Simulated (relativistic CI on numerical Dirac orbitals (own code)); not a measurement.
Sc²⁺ in a cubic cluster: L2,3 absorption with charge transfer

Computed with a charge-transfer multiplet model of a cubic metal-ligand cluster with up to one ligand hole, Slater and spin-orbit integrals from Dirac-Coulomb-Breit ions, Slater integrals scaled by 0.8. The ground state mixes d1 with configurations of k ligand holes L, whose averages lie at kΔ + k(k − 1)U_dd/2; a core hole lowers each added d electron by U_cd. 300 K, Lorentzian 0.4 eV and Gaussian 0.3 eV FWHM.

Atomic integrals in eV (Slater integrals scaled, ζ unscaled), ground: F2dd 4.710, F4dd 2.885, zeta_d 0.008; with the core hole: F2dd 6.786, F4dd 4.228, zeta_d 0.015, zeta_core 3.008, F2cd 3.515, G1cd 2.451, G3cd 1.388. Where a configuration has fewer than two d electrons, the dd integrals are those of d2.

Cluster parameters (eV): U_dd = 3.8, U_cd = 4.3, 10Dq = 1.45, 10Dq(ligand) = 1.3, V(eg) = 1.75, V(t2g) = -0.94, final-state hopping factor = 0.9.

```json
{"Case": "Δ = 6.9 eV", "n_d": "1.18", "d1": "0.82", "d2L": "0.18", "S": "0.50"}
{"Case": "Δ = 7.9 eV", "n_d": "1.15", "d1": "0.85", "d2L": "0.15", "S": "0.50"}
{"Case": "Δ = 8.9 eV", "n_d": "1.13", "d1": "0.87", "d2L": "0.13", "S": "0.50"}
{"Case": "Δ = 9.9 eV", "n_d": "1.11", "d1": "0.89", "d2L": "0.11", "S": "0.50"}
{"Case": "Δ = 11.9 eV", "n_d": "1.09", "d1": "0.91", "d2L": "0.09", "S": "0.50"}
```

Weights, n_d and S are thermal averages at 300 K. Photon energies count from the first peak over 30 % of the highest in each spectrum, which can be another peak from case to case. The parameters are a model scan and need not match a compound or its usual spin state. Peaks in eV (height, largest 100):
- Δ = 6.9 eV: -1.7 (24), 0.0 (46), 1.4 (99), 2.7 (68), 4.5 (86), 5.7 (100)
- Δ = 7.9 eV: -1.7 (24), 0.0 (46), 1.3 (99), 2.6 (69), 4.5 (89), 5.7 (100)
- Δ = 8.9 eV: -1.7 (24), 0.0 (46), 1.4 (98), 2.6 (68), 4.5 (88), 5.7 (100)
- Δ = 9.9 eV: -1.7 (23), 0.0 (46), 1.4 (98), 2.7 (68), 4.6 (88), 5.7 (100)
- Δ = 11.9 eV: -1.7 (23), 0.0 (46), 1.4 (97), 2.6 (67), 4.5 (89), 5.7 (100)

For the case Δ = 8.9 eV, Δ = 8.9 eV is larger than U_dd = 3.8 eV, the Mott-Hubbard side of the Zaanen-Sawatzky-Allen scheme. With the core hole the configuration with one ligand hole lies at Δ + U_dd − U_cd = 6.4, 7.4, 8.4, 9.4, 11.4 eV from the one without, in the order of the table; where this is negative the screened configuration lies lower.

With at most 1 ligand hole the space is cut while the next configuration still counts, so covalency is underestimated, and a final configuration with one more ligand hole, which can lie low, is missing from the spectra.
